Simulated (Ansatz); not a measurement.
# Molecular dynamics of Cl$_{2}$Zn

The input (input.yaml):

```yaml
crystal:
  periodic: [false, false, false]
  atoms:
    - { symbol: Zn, position_ang: [0.0, 0.0, 0.0] }
    - { symbol: Cl, position_ang: [0.0, 0.0, 2.118389] }
    - { symbol: Cl, position_ang: [0.0, 0.0, -2.118389] }
basis:
  gaussian: { orbitals: def2-SVP }
hamiltonian:
  xc: blyp
md:
  timestep: 2.0
  n_steps: 250
  ensemble: nve
  temperature: 500.0
  initial_velocities: maxwell_boltzmann
  seed: 321859
```

Command:

```bash
$ ansatz run input.yaml --threads 1 --pin off --max-ram 2048MiB --backend cpu --events-out ev --progress --plain --runs-dir out
```

It starts from a relaxed structure.

Output, in part (one step line in 3, the closing report, with atoms numbered from 0):

```
md step     0: t =     0.00 fs  T =   500.0 K  F+E_penalty+E_count = -73454.79813620 eV  E_kin = 0.064630 eV  conserved = -73454.73350620 eV  (24 SCF iters)
md step     3: t =     6.00 fs  T =   448.0 K  F+E_penalty+E_count = -73454.79138892 eV  E_kin = 0.057904 eV  conserved = -73454.73348452 eV  (26 SCF iters)
md step     6: t =    12.00 fs  T =   321.7 K  F+E_penalty+E_count = -73454.77499759 eV  E_kin = 0.041588 eV  conserved = -73454.73340923 eV  (26 SCF iters)
md step     9: t =    18.00 fs  T =   200.7 K  F+E_penalty+E_count = -73454.75927577 eV  E_kin = 0.025941 eV  conserved = -73454.73333523 eV  (27 SCF iters)
md step    12: t =    24.00 fs  T =   161.0 K  F+E_penalty+E_count = -73454.75413093 eV  E_kin = 0.020807 eV  conserved = -73454.73332345 eV  (25 SCF iters)
md step    15: t =    30.00 fs  T =   215.6 K  F+E_penalty+E_count = -73454.76124896 eV  E_kin = 0.027874 eV  conserved = -73454.73337480 eV  (26 SCF iters)
md step    18: t =    36.00 fs  T =   312.4 K  F+E_penalty+E_count = -73454.77382639 eV  E_kin = 0.040386 eV  conserved = -73454.73344082 eV  (27 SCF iters)
md step    21: t =    42.00 fs  T =   381.2 K  F+E_penalty+E_count = -73454.78275418 eV  E_kin = 0.049274 eV  conserved = -73454.73347985 eV  (26 SCF iters)
md step    24: t =    48.00 fs  T =   377.8 K  F+E_penalty+E_count = -73454.78231078 eV  E_kin = 0.048832 eV  conserved = -73454.73347913 eV  (26 SCF iters)
md step    27: t =    54.00 fs  T =   300.1 K  F+E_penalty+E_count = -73454.77223532 eV  E_kin = 0.038790 eV  conserved = -73454.73344547 eV  (27 SCF iters)
md step    30: t =    60.00 fs  T =   182.0 K  F+E_penalty+E_count = -73454.75691755 eV  E_kin = 0.023521 eV  conserved = -73454.73339694 eV  (27 SCF iters)
md step    33: t =    66.00 fs  T =    74.0 K  F+E_penalty+E_count = -73454.74292355 eV  E_kin = 0.009569 eV  conserved = -73454.73335481 eV  (27 SCF iters)
md step    36: t =    72.00 fs  T =    21.0 K  F+E_penalty+E_count = -73454.73605331 eV  E_kin = 0.002718 eV  conserved = -73454.73333517 eV  (21 SCF iters)
md step    39: t =    78.00 fs  T =    44.1 K  F+E_penalty+E_count = -73454.73903917 eV  E_kin = 0.005694 eV  conserved = -73454.73334519 eV  (21 SCF iters)
md step    42: t =    84.00 fs  T =   132.2 K  F+E_penalty+E_count = -73454.75047623 eV  E_kin = 0.017093 eV  conserved = -73454.73338309 eV  (27 SCF iters)
md step    45: t =    90.00 fs  T =   245.0 K  F+E_penalty+E_count = -73454.76511158 eV  E_kin = 0.031674 eV  conserved = -73454.73343724 eV  (26 SCF iters)
md step    48: t =    96.00 fs  T =   325.5 K  F+E_penalty+E_count = -73454.77555879 eV  E_kin = 0.042073 eV  conserved = -73454.73348541 eV  (26 SCF iters)
md step    51: t =   102.00 fs  T =   325.4 K  F+E_penalty+E_count = -73454.77556342 eV  E_kin = 0.042067 eV  conserved = -73454.73349603 eV  (26 SCF iters)
md step    54: t =   108.00 fs  T =   238.5 K  F+E_penalty+E_count = -73454.76427507 eV  E_kin = 0.030828 eV  conserved = -73454.73344726 eV  (26 SCF iters)
md step    57: t =   114.00 fs  T =   119.7 K  F+E_penalty+E_count = -73454.74883735 eV  E_kin = 0.015477 eV  conserved = -73454.73336047 eV  (27 SCF iters)
md step    60: t =   120.00 fs  T =    59.5 K  F+E_penalty+E_count = -73454.74100064 eV  E_kin = 0.007693 eV  conserved = -73454.73330747 eV  (21 SCF iters)
md step    63: t =   126.00 fs  T =   112.3 K  F+E_penalty+E_count = -73454.74785633 eV  E_kin = 0.014519 eV  conserved = -73454.73333687 eV  (27 SCF iters)
md step    66: t =   132.00 fs  T =   248.4 K  F+E_penalty+E_count = -73454.76552853 eV  E_kin = 0.032110 eV  conserved = -73454.73341845 eV  (26 SCF iters)
md step    69: t =   138.00 fs  T =   383.6 K  F+E_penalty+E_count = -73454.78306552 eV  E_kin = 0.049583 eV  conserved = -73454.73348282 eV  (27 SCF iters)
md step    72: t =   144.00 fs  T =   447.4 K  F+E_penalty+E_count = -73454.79133319 eV  E_kin = 0.057837 eV  conserved = -73454.73349656 eV  (26 SCF iters)
md step    75: t =   150.00 fs  T =   421.2 K  F+E_penalty+E_count = -73454.78790557 eV  E_kin = 0.054438 eV  conserved = -73454.73346771 eV  (26 SCF iters)
md step    78: t =   156.00 fs  T =   332.4 K  F+E_penalty+E_count = -73454.77638035 eV  E_kin = 0.042961 eV  conserved = -73454.73341934 eV  (27 SCF iters)
md step    81: t =   162.00 fs  T =   231.4 K  F+E_penalty+E_count = -73454.76327858 eV  E_kin = 0.029905 eV  conserved = -73454.73337367 eV  (27 SCF iters)
md step    84: t =   168.00 fs  T =   166.9 K  F+E_penalty+E_count = -73454.75491564 eV  E_kin = 0.021569 eV  conserved = -73454.73334644 eV  (27 SCF iters)
md step    87: t =   174.00 fs  T =   168.3 K  F+E_penalty+E_count = -73454.75509866 eV  E_kin = 0.021753 eV  conserved = -73454.73334585 eV  (27 SCF iters)
md step    90: t =   180.00 fs  T =   236.3 K  F+E_penalty+E_count = -73454.76391048 eV  E_kin = 0.030538 eV  conserved = -73454.73337215 eV  (27 SCF iters)
md step    93: t =   186.00 fs  T =   342.4 K  F+E_penalty+E_count = -73454.77767311 eV  E_kin = 0.044256 eV  conserved = -73454.73341758 eV  (27 SCF iters)
md step    96: t =   192.00 fs  T =   438.1 K  F+E_penalty+E_count = -73454.79009064 eV  E_kin = 0.056624 eV  conserved = -73454.73346682 eV  (25 SCF iters)
md step    99: t =   198.00 fs  T =   472.0 K  F+E_penalty+E_count = -73454.79450284 eV  E_kin = 0.061005 eV  conserved = -73454.73349741 eV  (25 SCF iters)
md step   102: t =   204.00 fs  T =   414.5 K  F+E_penalty+E_count = -73454.78705938 eV  E_kin = 0.053574 eV  conserved = -73454.73348508 eV  (26 SCF iters)
md step   105: t =   210.00 fs  T =   282.9 K  F+E_penalty+E_count = -73454.76998214 eV  E_kin = 0.036561 eV  conserved = -73454.73342074 eV  (27 SCF iters)
md step   108: t =   216.00 fs  T =   147.3 K  F+E_penalty+E_count = -73454.75237316 eV  E_kin = 0.019035 eV  conserved = -73454.73333856 eV  (27 SCF iters)
md step   111: t =   222.00 fs  T =    92.3 K  F+E_penalty+E_count = -73454.74524289 eV  E_kin = 0.011934 eV  conserved = -73454.73330875 eV  (21 SCF iters)
md step   114: t =   228.00 fs  T =   148.2 K  F+E_penalty+E_count = -73454.75251259 eV  E_kin = 0.019151 eV  conserved = -73454.73336179 eV  (26 SCF iters)
md step   117: t =   234.00 fs  T =   261.1 K  F+E_penalty+E_count = -73454.76719386 eV  E_kin = 0.033747 eV  conserved = -73454.73344715 eV  (27 SCF iters)
md step   120: t =   240.00 fs  T =   342.3 K  F+E_penalty+E_count = -73454.77774049 eV  E_kin = 0.044245 eV  conserved = -73454.73349505 eV  (27 SCF iters)
md step   123: t =   246.00 fs  T =   337.8 K  F+E_penalty+E_count = -73454.77714655 eV  E_kin = 0.043662 eV  conserved = -73454.73348496 eV  (27 SCF iters)
md step   126: t =   252.00 fs  T =   253.5 K  F+E_penalty+E_count = -73454.76620677 eV  E_kin = 0.032769 eV  conserved = -73454.73343822 eV  (28 SCF iters)
md step   129: t =   258.00 fs  T =   136.3 K  F+E_penalty+E_count = -73454.75100946 eV  E_kin = 0.017625 eV  conserved = -73454.73338493 eV  (27 SCF iters)
md step   132: t =   264.00 fs  T =    42.4 K  F+E_penalty+E_count = -73454.73882663 eV  E_kin = 0.005480 eV  conserved = -73454.73334700 eV  (21 SCF iters)
md step   135: t =   270.00 fs  T =    12.3 K  F+E_penalty+E_count = -73454.73492817 eV  E_kin = 0.001592 eV  conserved = -73454.73333609 eV  (21 SCF iters)
md step   138: t =   276.00 fs  T =    58.0 K  F+E_penalty+E_count = -73454.74085072 eV  E_kin = 0.007496 eV  conserved = -73454.73335455 eV  (21 SCF iters)
md step   141: t =   282.00 fs  T =   159.7 K  F+E_penalty+E_count = -73454.75404312 eV  E_kin = 0.020647 eV  conserved = -73454.73339574 eV  (27 SCF iters)
md step   144: t =   288.00 fs  T =   273.9 K  F+E_penalty+E_count = -73454.76884896 eV  E_kin = 0.035405 eV  conserved = -73454.73344413 eV  (27 SCF iters)
md step   147: t =   294.00 fs  T =   350.0 K  F+E_penalty+E_count = -73454.77871528 eV  E_kin = 0.045236 eV  conserved = -73454.73347904 eV  (26 SCF iters)
md step   150: t =   300.00 fs  T =   352.9 K  F+E_penalty+E_count = -73454.77909506 eV  E_kin = 0.045613 eV  conserved = -73454.73348157 eV  (26 SCF iters)
md step   153: t =   306.00 fs  T =   283.1 K  F+E_penalty+E_count = -73454.77003587 eV  E_kin = 0.036593 eV  conserved = -73454.73344296 eV  (26 SCF iters)
md step   156: t =   312.00 fs  T =   184.6 K  F+E_penalty+E_count = -73454.75724266 eV  E_kin = 0.023868 eV  conserved = -73454.73337494 eV  (27 SCF iters)
md step   159: t =   318.00 fs  T =   129.8 K  F+E_penalty+E_count = -73454.75010351 eV  E_kin = 0.016782 eV  conserved = -73454.73332147 eV  (27 SCF iters)
md step   162: t =   324.00 fs  T =   173.0 K  F+E_penalty+E_count = -73454.75569942 eV  E_kin = 0.022366 eV  conserved = -73454.73333371 eV  (27 SCF iters)
md step   165: t =   330.00 fs  T =   300.8 K  F+E_penalty+E_count = -73454.77228862 eV  E_kin = 0.038879 eV  conserved = -73454.73340976 eV  (26 SCF iters)
md step   168: t =   336.00 fs  T =   434.8 K  F+E_penalty+E_count = -73454.78968945 eV  E_kin = 0.056203 eV  conserved = -73454.73348620 eV  (27 SCF iters)
md step   171: t =   342.00 fs  T =   494.3 K  F+E_penalty+E_count = -73454.79740714 eV  E_kin = 0.063899 eV  conserved = -73454.73350778 eV  (27 SCF iters)
md step   174: t =   348.00 fs  T =   452.7 K  F+E_penalty+E_count = -73454.79199329 eV  E_kin = 0.058520 eV  conserved = -73454.73347377 eV  (26 SCF iters)
md step   177: t =   354.00 fs  T =   342.3 K  F+E_penalty+E_count = -73454.77765969 eV  E_kin = 0.044244 eV  conserved = -73454.73341539 eV  (27 SCF iters)
md step   180: t =   360.00 fs  T =   223.6 K  F+E_penalty+E_count = -73454.76226363 eV  E_kin = 0.028900 eV  conserved = -73454.73336399 eV  (27 SCF iters)
md step   183: t =   366.00 fs  T =   151.6 K  F+E_penalty+E_count = -73454.75293768 eV  E_kin = 0.019600 eV  conserved = -73454.73333809 eV  (24 SCF iters)
md step   186: t =   372.00 fs  T =   154.7 K  F+E_penalty+E_count = -73454.75333899 eV  E_kin = 0.019995 eV  conserved = -73454.73334421 eV  (24 SCF iters)
md step   189: t =   378.00 fs  T =   226.2 K  F+E_penalty+E_count = -73454.76262326 eV  E_kin = 0.029244 eV  conserved = -73454.73337944 eV  (27 SCF iters)
md step   192: t =   384.00 fs  T =   328.5 K  F+E_penalty+E_count = -73454.77589703 eV  E_kin = 0.042466 eV  conserved = -73454.73343101 eV  (27 SCF iters)
md step   195: t =   390.00 fs  T =   407.3 K  F+E_penalty+E_count = -73454.78611982 eV  E_kin = 0.052643 eV  conserved = -73454.73347675 eV  (26 SCF iters)
md step   198: t =   396.00 fs  T =   415.8 K  F+E_penalty+E_count = -73454.78723554 eV  E_kin = 0.053743 eV  conserved = -73454.73349247 eV  (26 SCF iters)
md step   201: t =   402.00 fs  T =   340.0 K  F+E_penalty+E_count = -73454.77742116 eV  E_kin = 0.043955 eV  conserved = -73454.73346653 eV  (25 SCF iters)
md step   204: t =   408.00 fs  T =   210.3 K  F+E_penalty+E_count = -73454.76058894 eV  E_kin = 0.027181 eV  conserved = -73454.73340820 eV  (27 SCF iters)
md step   207: t =   414.00 fs  T =    90.0 K  F+E_penalty+E_count = -73454.74497915 eV  E_kin = 0.011633 eV  conserved = -73454.73334621 eV  (27 SCF iters)
md step   210: t =   420.00 fs  T =    44.9 K  F+E_penalty+E_count = -73454.73912394 eV  E_kin = 0.005803 eV  conserved = -73454.73332085 eV  (21 SCF iters)
md step   213: t =   426.00 fs  T =   100.9 K  F+E_penalty+E_count = -73454.74640654 eV  E_kin = 0.013048 eV  conserved = -73454.73335854 eV  (26 SCF iters)
md step   216: t =   432.00 fs  T =   218.2 K  F+E_penalty+E_count = -73454.76164478 eV  E_kin = 0.028208 eV  conserved = -73454.73343707 eV  (27 SCF iters)
md step   219: t =   438.00 fs  T =   314.8 K  F+E_penalty+E_count = -73454.77418935 eV  E_kin = 0.040695 eV  conserved = -73454.73349464 eV  (27 SCF iters)
md step   222: t =   444.00 fs  T =   327.9 K  F+E_penalty+E_count = -73454.77587420 eV  E_kin = 0.042380 eV  conserved = -73454.73349397 eV  (26 SCF iters)
md step   225: t =   450.00 fs  T =   253.7 K  F+E_penalty+E_count = -73454.76623499 eV  E_kin = 0.032789 eV  conserved = -73454.73344594 eV  (27 SCF iters)
md step   228: t =   456.00 fs  T =   139.4 K  F+E_penalty+E_count = -73454.75140693 eV  E_kin = 0.018022 eV  conserved = -73454.73338532 eV  (27 SCF iters)
md step   231: t =   462.00 fs  T =    48.3 K  F+E_penalty+E_count = -73454.73958967 eV  E_kin = 0.006248 eV  conserved = -73454.73334137 eV  (21 SCF iters)
md step   234: t =   468.00 fs  T =    27.5 K  F+E_penalty+E_count = -73454.73688086 eV  E_kin = 0.003551 eV  conserved = -73454.73332942 eV  (21 SCF iters)
md step   237: t =   474.00 fs  T =    89.9 K  F+E_penalty+E_count = -73454.74497229 eV  E_kin = 0.011620 eV  conserved = -73454.73335229 eV  (28 SCF iters)
md step   240: t =   480.00 fs  T =   211.1 K  F+E_penalty+E_count = -73454.76068585 eV  E_kin = 0.027284 eV  conserved = -73454.73340190 eV  (27 SCF iters)
md step   243: t =   486.00 fs  T =   338.3 K  F+E_penalty+E_count = -73454.77719291 eV  E_kin = 0.043735 eV  conserved = -73454.73345821 eV  (26 SCF iters)
md step   246: t =   492.00 fs  T =   413.4 K  F+E_penalty+E_count = -73454.78693347 eV  E_kin = 0.053442 eV  conserved = -73454.73349186 eV  (26 SCF iters)
md step   249: t =   498.00 fs  T =   403.5 K  F+E_penalty+E_count = -73454.78563029 eV  E_kin = 0.052151 eV  conserved = -73454.73347975 eV  (26 SCF iters)
md step   250: t =   500.00 fs  T =   382.4 K  F+E_penalty+E_count = -73454.78289313 eV  E_kin = 0.049428 eV  conserved = -73454.73346532 eV  (27 SCF iters)
Total energy: -73454.78317572 eV, -2699.4134922673 hartree
Atom 0 at     0.011953    -0.055500     0.005864 Å, force    -0.019191     0.089105    -0.362524 eV/Å
Atom 1 at    -0.011025     0.051189     2.089879 Å, force     0.007659    -0.035562     0.510952 eV/Å
Atom 2 at    -0.011020     0.051168    -2.100694 Å, force     0.011532    -0.053543    -0.148428 eV/Å
Dipole moment:     0.014873    -0.069055     0.016743 e Å
```

The run went to its last step. The conserved energy stayed within 0.067 meV per atom of its start (net change 0.014 meV per atom), so the integration is sound. Over the second half the temperature averaged 0.47 of the 500 K drawn at the start: a run that starts near a minimum puts about half its kinetic energy into the potential. A run of 0.5 ps of so small a system gives no equilibrium averages.

The same pairs are bonded in the first frame and the last. Pairs count as bonded within 1.25 times the sum of covalent radii (0.12 Å more for H–H).

Last frame:

```xyz
3
Properties=species:S:1:pos:R:3
Zn 0.012 -0.056 0.006
Cl -0.011 0.051 2.090
Cl -0.011 0.051 -2.101
```

Run time: 7.9 min on 1 thread of Arm Neoverse V1, with other jobs on the host, peak memory 0.11 GiB.
